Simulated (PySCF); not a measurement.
Geometries of 2 isomers of C6H4F2, from PBE0-D3(BJ)/def2-SVP geometry optimisation, gas phase in PySCF. One conformer each, no zero-point energy, no frequencies.

**Question.** Which is lower in electronic energy at this level?
A.
```xyz
12
angstrom
C     -2.405   -0.402   -0.993
C     -1.641   -0.395    0.278
F     -2.389   -0.720    1.337
C     -0.359   -0.115    0.434
C      0.889    0.150    0.535
C      2.140    0.410    0.632
C      3.413    0.730    0.730
F      4.398   -0.157    0.626
H     -3.250    0.302   -0.928
H     -1.766   -0.125   -1.840
H     -2.827   -1.405   -1.170
H      3.781    1.747    0.904
```
B.
```xyz
12
angstrom
F     -2.705   -0.332   -0.252
C     -1.389   -0.173   -0.123
C     -0.571   -1.295   -0.054
C      0.805   -1.127    0.079
C      1.330    0.159    0.139
F      2.646    0.319    0.268
C      0.513    1.281    0.070
C     -0.864    1.113   -0.063
H     -1.021   -2.288   -0.104
H      1.478   -1.984    0.136
H      0.962    2.274    0.120
H     -1.537    1.970   -0.120
```

**Answer.** B. That is `Fc1ccc(F)cc1`, 92.8 kcal/mol below the other.

```csv
SMILES,atoms numbered as above,E (Eh),relative (kcal/mol),relative (kJ/mol),dipole (D)
Fc1ccc(F)cc1,[F:1][c:2]1[cH:3][cH:4][c:5]([F:6])[cH:7][cH:8]1,-429.95212,0.0,0.0,0.00
CC(F)=C=C=C=CF,[CH3:1][C:2]([F:3])=[C:4]=[C:5]=[C:6]=[CH:7][F:8],-429.80422,92.8,388.3,2.25
```

As drawn, the lower has an aromatic ring, which the higher lacks; the higher has cumulated double bonds and a C=C bond outside aromatic rings, which the lower lacks.
